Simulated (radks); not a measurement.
Values are calculated unless marked as measured or tabulated.
Effect of the nuclear size on the rhenium ion Re+, [Xe] 4f14 5d5 6s1. Level of theory: Dirac Kohn-Sham, relativistic LDA (MacDonald-Vosko exchange, VWN5 correlation), spin-unpolarised, spherical densities, finite nucleus; open shells are shared between the two j in proportion to 2j + 1; Fermi nuclear charge, rms radius 5.3698 fm (a radial shooting solver on a logarithmic mesh with Libxc functionals). The rms radius is varied about that value; shifts are against it.

\begin{tabular}{lrrrrrrrrr}
rms radius (fm) & total energy shift (eV) & density at nucleus (e/bohr^3) & 1s1/2 shift (meV) & 2s1/2 shift (meV) & 5p1/2 shift (meV) & 6s1/2 shift (meV) & 5d5/2 shift (meV) & 6p1/2 (empty) shift (meV) & 7s1/2 (empty) shift (meV) \\ \hline
4.5965 & -17.2 & 1.611e+06 & -6930 & -987 & 0.261 & -0.988 & 0.351 & 0.112 & -0.133 \\
4.8489 & -11.8 & 1.58e+06 & -4750 & -675 & 0.178 & -0.676 & 0.240 & 0.077 & -0.091 \\
5.3698 & 0 & 1.524e+06 & 0.000 & 0.000 & 0.000 & 0.000 & 0.000 & 0.000 & 0.000 \\
5.7135 & 8.21 & 1.491e+06 & 3300 & 470 & -0.124 & 0.470 & -0.167 & -0.053 & 0.063 \\
6.4277 & 26.3 & 1.429e+06 & 10600 & 1500 & -0.395 & 1.51 & -0.536 & -0.171 & 0.202 \\
\end{tabular}

Slopes of the eigenvalues against <r^2> in GHz/fm^2, as finite differences over the two radii next to the reference (eigenvalue slopes, not the field-shift constants of lines): 1s1/2 213000, 2s1/2 30300, 5p1/2 -8.00, 6s1/2 30.4, 5d5/2 -10.8, 6p1/2 (empty) -3.44, 7s1/2 (empty) 4.08.
